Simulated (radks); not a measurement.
Problem. These are the eigenvalues of the occupied orbitals of an atom or ion with whole-number occupations (eV). Method: scalar-relativistic Kohn-Sham, PBEsol, spin-polarised, spherical densities, finite nucleus; Fermi nuclear charge, rms radius of each element as measured or else 0.836 A^(1/3) + 0.57 fm; computed with a radial shooting solver on a logarithmic mesh with Libxc functionals.

| orbital | eigenvalue |
|---|---|
| 1s up | -88323.96 |
| 1s down | -88323.63 |
| 2s up | -17959.53 |
| 2s down | -17959.35 |
| 2p up | -15841.58 |
| 2p down | -15841.31 |
| 3s up | -6225.237 |
| 3s down | -6224.946 |
| 3p up | -5610.608 |
| 3p down | -5610.281 |
| 3d up | -4998.952 |
| 3d down | -4998.657 |
| 4s up | -3046.150 |
| 4s down | -3045.036 |
| 6p up | -1137.551 |

Which element is it, and in what charge state? The configuration may be excited. Open shells, if any, are filled with parallel spins first.

Solution. Z = 81, thallium, charge +50: Tl50+ in [Ar] 3d10 4s2 6p1. The list shows which subshells hold electrons but not how many an open one holds; the 1s level, -3245.8 hartree, gives Z - s = 80.6 by -(Z - s)^2/2, which with screening and relativity narrows Z to a few neighbours, and the depths of the outer levels then fix element, charge and occupations together.
